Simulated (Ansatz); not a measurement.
`O=C[SiH2][SiH2][SiH3]` + CH₃NH₂ → `CN[SiH2]C=O` + `[SiH3][SiH3]`  (cleavage of the Si–Si bond)

Program: Ansatz. Geometries: PBE0-D4/def2-TZVP. ΔE: electronic, gas phase. CCSD(T)/CBS is the MP2 limit (def2-TZVPP, def2-QZVPP) plus CCSD(T) − MP2 in def2-TZVPP, frozen cores. DFT in def2-TZVPP. B3LYP here is the variant with VWN-RPA as its local correlation; programs differ in this. Each species was taken in one conformer, which may not be the lowest.

```json
{"level": "PBE-D4", "ΔE (kcal/mol)": "-5.6"}
{"level": "B3LYP-D4", "ΔE (kcal/mol)": "-9.9"}
{"level": "ωB97M-V", "ΔE (kcal/mol)": "-10.9"}
{"level": "r2SCAN", "ΔE (kcal/mol)": "-8.8"}
{"level": "B3LYP", "ΔE (kcal/mol)": "-11.0"}
{"level": "HF/def2-TZVPP", "ΔE (kcal/mol)": "-14.9"}
{"level": "HF/def2-QZVPP", "ΔE (kcal/mol)": "-15.3"}
{"level": "MP2/def2-QZVPP", "ΔE (kcal/mol)": "-11.5"}
```

Q: What does CCSD(T)/CBS give? (Best estimate.)

A: Ansatz gave: -9.8 kcal/mol. The listed levels differ from it by 4.2, -0.1, -1.1, 1.0, -1.2, -5.1, -5.5, -1.7 kcal/mol.

Largest T1 diagnostic among the species: 0.016.

From PBE to PBE0 (25 % exact exchange), in def2-TZVPP and without D4, ΔE moves by −1.3 kcal/mol. The D4 term adds +1.1 kcal/mol with B3LYP and +0.7 kcal/mol with PBE0; it sums over pairs of atoms, weighted by their polarisabilities, and B3LYP, whose exchange is more repulsive, gets the larger term.
